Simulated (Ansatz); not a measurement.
Total energies of C3H7ClSi, SMILES `[SiH3]/C=C\CCl`.

```xyz
12

Si    1.1354    0.9264    1.1101
C     0.5015    0.7051   -0.6276
C    -0.3801   -0.1779   -1.0968
C    -1.0471   -1.2427   -0.3073
Cl   -2.8251   -1.0095   -0.3239
H     0.9684    2.3496    1.5049
H     0.4242    0.0679    2.0917
H     2.5864    0.6023    1.1609
H     0.9072    1.4073   -1.3556
H    -0.6618   -0.1520   -2.1479
H    -0.7367   -1.2494    0.7347
H    -0.8723   -2.2271   -0.7431
```

The species carries charge 0 and has multiplicity 1. All single points use the PBE0-D4/def2-TZVP geometry. It is one conformer, not always the lowest. Basis def2-TZVPP, Ansatz 0.2.0.

RPA on PBE orbitals: Hartree–Fock energy of these orbitals -866.09477 Eh, correlation -1.39053 Eh (frozen core).

```
functional  energy without D4 (Eh)  D4 term (kJ/mol)
       PBE              -867.75382             -27.0
   LC-ωPBE              -867.96290                 –
```

Task: Give the same for LDA (SPW92), revPBE, BLYP, r2SCAN, B97M-V, PBE0, B3LYP, r2SCANh, r2SCAN0, HSE06 (plane-wave form), BHLYP, CAM-B3LYP, ωB97X-V, ωB97M-V, B2PLYP, PBE-QIDH. (Best estimate.)

Result: Ansatz gave: 
```tsv
functional	energy without D4 (Eh)	D4 term (kJ/mol)
LDA (SPW92)	-864.48466	–
revPBE	-868.07904	-83.0
BLYP	-868.18914	-59.2
r2SCAN	-868.12764	-6.9
B97M-V	-868.07131	–
PBE0	-867.83847	-22.9
B3LYP	-868.30558	-43.3
r2SCANh	-868.12012	-7.3
r2SCAN0	-868.10997	-8.1
HSE06 (plane-wave form)	-867.81674	-21.4
BHLYP	-868.18590	-32.4
CAM-B3LYP	-868.21018	-23.3
ωB97X-V	-868.11374	–
ωB97M-V	-868.14970	–
B2PLYP	-867.89741	–
PBE-QIDH	-867.65238	–
```

B3LYP takes the VWN-RPA correlation (the form of Gaussian; ORCA's B3LYP/G). HSE06 is the plane-wave form, built on full-range PBE exchange. The double hybrids freeze the cores in their second-order part.

LC-ωPBE has ω = 0.4 bohr⁻¹.
